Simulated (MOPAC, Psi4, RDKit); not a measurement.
Torsional profile of SMILES [SiH3]CCCl. Scanned: dihedral Si1–C2–C3–Cl4; all other coordinates were relaxed at GFN2-xTB. Points at φ and −φ are mirror images. Heavy atoms are numbered in the order of the SMILES [SiH3]CCCl, hydrogens after them in the order of the atoms that carry them; the mirror image has the same energies with the sign of each dihedral reversed. Each profile is relative to its own lowest point.

| φ / ° | A | B | C |
|---|---|---|---|
| -160 | 1.2 | 0.6 | 1.6 |
| -140 | 4.0 | 2.0 | 5.1 |
| -120 | 6.2 | 2.9 | 6.8 |
| -100 | 5.3 | 2.7 | 4.9 |
| -80 | 3.1 | 2.2 | 2.0 |
| -60 | 2.1 | 2.4 | 2.5 |
| -40 | 3.5 | 2.7 | 9.4 |
| -20 | 6.2 | 2.8 | 17.0 |
| 0 | 7.4 | 3.0 | 20.1 |
| 20 | 6.2 | 2.8 | 17.0 |
| 40 | 3.5 | 2.7 | 9.4 |
| 60 | 2.1 | 2.4 | 2.5 |
| 80 | 3.1 | 2.2 | 2.0 |
| 100 | 5.3 | 2.7 | 4.9 |
| 120 | 6.2 | 2.9 | 6.8 |
| 140 | 4.0 | 2.0 | 5.1 |
| 160 | 1.2 | 0.6 | 1.6 |
| 180 | 0.0 | 0.0 | 0.0 |

Energies in mEh.

**Question.** Which curve belongs to which method? The methods are PBE/def2-TZVP // GFN2-xTB (Psi4); PM6, restricted, heats of formation // GFN2-xTB (MOPAC); UFF // GFN2-xTB (RDKit 2026.03.6).

**Answer.** A is PBE/def2-TZVP; B is PM6; C is UFF.
